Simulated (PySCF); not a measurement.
# How the method changes the constants of KTe

State: ²Π (doublet), unpaired electrons π ↑. Set-up: K x2c-SVPall, Te x2c-SVPall; spin-free X2C with a Gaussian nucleus (PySCF 2.14). De refers to K + Te in their high-spin ground configurations, without counterpoise correction. The functionals are run spin-unrestricted. A positive dipole means K(−)Te(+).

```tsv
Level	Re (Å)	ωe (cm⁻¹)	De (eV)	μ (D)	CPU s a point (SCF and correlation, without the integrals)
UHF	3.237	168	1.30	-11.35	0.27
UHF-MP2	3.210	168	1.85	n/a	0.38
UHF-SCS-MP2	3.218	168	1.82	n/a	n/a
UHF-CCSD	3.217	167	1.80	n/a	n/a
UHF-CCSD(T)	3.218	166	1.83	n/a	4.9
PBE	3.174	166	2.19	-9.19	0.92
TPSS	3.182	166	2.32	-9.74	1.1
r²SCAN	3.181	170	2.23	-10.32	1.1
M06-L	3.198	169	2.58	-10.57	1.1
PBE0	3.161	172	2.17	-10.03	2
BHandHLYP	3.171	173	2.08	-10.31	0.7
CAM-B3LYP	3.153	175	2.16	-10.13	2.5
```

The bond length runs from 3.153 Å (CAM-B3LYP) to 3.237 Å (UHF). De spans 1.30 eV (UHF, mean field) to 2.58 eV (M06-L, meta-GGA). Correlation at CCSD(T) changes the Hartree–Fock bond energy by +0.53 eV; the triples alone change it by +0.03 eV.

Correlated steps freeze 23 core orbitals. Correlated levels converge slowly with the basis: in double zeta they bind strong bonds too weakly, by up to about 1 eV, and carry superposition errors of some tenths. Spin–orbit coupling is left out, which matters for elements this heavy, above all for dissociation energies. The state was picked by a PBE0 search and need not be the measured ground state.

The whole job (state search and all levels along the bond) took about 2.9 min on 1 thread of Intel Xeon Platinum 8259CL @ 2.50GHz (shared host), peak memory 0.64 GiB.
